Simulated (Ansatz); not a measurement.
Molecule: GeCl₂ (charge 0, triplet). This is an excited triplet: at this geometry the singlet lies 2.40 eV lower at RI-MP2/CBS(def2-TZVPPD,def2-QZVPPD)+[CCSD(T)-MP2]/def2-TZVPPD. 
Coordinates optimised at B3LYP-D3(BJ)/def2-TZVP (Ansatz, a program for electronic structure):
```
Ge
Cl 1 2.1832
Cl 1 2.1832 2 118.74
```
Charge 0, spin multiplicity 3.

Basis-set convergence of Hartree-Fock and MP2 correlation energies (hartree) with Ansatz. Cores are frozen in the correlated levels unless marked. UHF or UKS for open shells. No spin-orbit coupling. Frozen are the shells of the preceding noble gas and the d and f shells that filled before the atom's block. No relativistic terms.

```
basis        functions        E(HF)  E(corr, MP2)
-----------  ---------  -----------  ------------
def2-SVPD           92  -2993.84293      -0.34495
def2-TZVPPD        156            …             …
```

Task: Complete the blanks.

Result: 
- def2-TZVPPD, E(HF): -2994.41236
- def2-TZVPPD, E(corr, MP2): -0.44601
